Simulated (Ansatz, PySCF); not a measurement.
Mo(O)(S)(Cl)(SH) (ClHMoOS2), SMILES [Mo](=[S])(=[O])([SH])[Cl], multiplicity 1. Atoms are numbered in the order given.

```xyz
6

Mo     0.1928     0.0309    -0.1414
O      1.2899     0.2616    -1.3817
S      1.2289    -0.3613     1.6652
Cl    -1.1495     1.8523     0.1125
S     -1.0153    -1.8714    -0.7314
H     -1.4107    -2.1665     0.5321
```

Geometry: B3LYP-D3(BJ)/def2-SVP. The multiplicity is an assumed one; no other spin state was optimised. The structure was generated by enumeration; whether it is a known compound was not checked. The def2 effective core potentials stand for the cores of Mo; spin–orbit coupling is left out. Other conformers were not sampled.

Two levels are set side by side: PBE-D3(BJ)/def2-SVP (Ansatz, a program for electronic structure) and B3LYP-D3(BJ)/def2-SVP (Ansatz). Each level has its own optimised geometry; the coordinates shown are those of the second. Frequencies come from the Hessian of PySCF at each geometry. Differences are taken from unrounded values.

```
quantity                            B3LYP-D3(BJ)
----------------------------------  ------------
mean bond length (Å)                       1.951
bond Mo1–O2 (Å)                            1.672
bond Mo1–S3 (Å)                            2.119
bond Mo1–Cl4 (Å)                           2.277
bond Mo1–S5 (Å)                            2.329
bond S5–H6 (Å)                             1.356
highest harmonic wavenumber (cm⁻¹)          2657
mean harmonic wavenumber (cm⁻¹)              573
zero-point energy (kcal/mol)                9.84
```

Q: What does PBE-D3(BJ) give, and how far is it from B3LYP-D3(BJ)? (Estimate from the structure and the level; the computed values follow.)

A: 
```tsv
quantity	PBE-D3(BJ)	PBE-D3(BJ) minus B3LYP-D3(BJ)
mean bond length (Å)	1.957	0.006
bond Mo1–O2 (Å)	1.685	0.013
bond Mo1–S3 (Å)	2.130	0.011
bond Mo1–Cl4 (Å)	2.274	-0.003
bond Mo1–S5 (Å)	2.328	-0.002
bond S5–H6 (Å)	1.367	0.010
highest harmonic wavenumber (cm⁻¹)	2598	-59
mean harmonic wavenumber (cm⁻¹)	557	-16
zero-point energy (kcal/mol)	9.55	-0.28
```

Exact exchange shortens and stiffens bonds; PBE has none. Differences between two approximate levels are no errors against the true value.
